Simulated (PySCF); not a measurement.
Worked example: chemical shift, span and skew from a shielding tensor

H7NO2Si2, SMILES N[Si@H](O)O[SiH3]. Atoms are numbered in the order given.

```xyz
12

N     -2.1477     0.7061     0.5750
Si    -0.9575    -0.0878    -0.3681
O     -0.6331    -1.5841     0.2783
O      0.5323     0.6317    -0.3904
Si     2.0819     0.2404     0.0651
H     -1.9830     0.9145     1.5541
H     -2.7269     1.4179     0.1445
H     -1.4817    -0.1233    -1.7563
H     -1.3960    -2.0920     0.5677
H      2.1563    -0.0266     1.5334
H      2.5768    -0.9576    -0.6754
H      2.9534     1.4071    -0.2559
```
Charge 0, spin multiplicity 1.

The structure is a stationary point at PBE0-D3(BJ)/def2-SVP. The structure was generated by enumeration; whether it is a known compound was not checked. Other conformers were not sampled.

GIAO shieldings from PBE0/pcSseg-1 (PySCF), non-relativistic, no solvent. The symmetric part of the tensor of N1 has the principal values 205.2, 210.6, 269.2 ppm. The same nucleus in NH3 has σ = 267.4 ppm at this level (PySCF, at its B3LYP-D3(BJ)/def2-TZVP geometry).

Question: Work out the isotropic shielding, the ¹⁵N shift against NH3, the span and the skew.

Answer: 
σ(iso) = (σ11 + σ22 + σ33)/3 = 228.3 ppm. δ = σ(ref) − σ(iso) = 267.4 − (228.3) = 39.1 ppm.
Span Ω = σ33 − σ11 = 64.0 ppm. Skew κ = 3(σ(iso) − σ22)/Ω = 0.83. Tumbling in solution averages the tensor to δ; in a static solid the shielding alone would spread this spin-1/2 line over Ω.
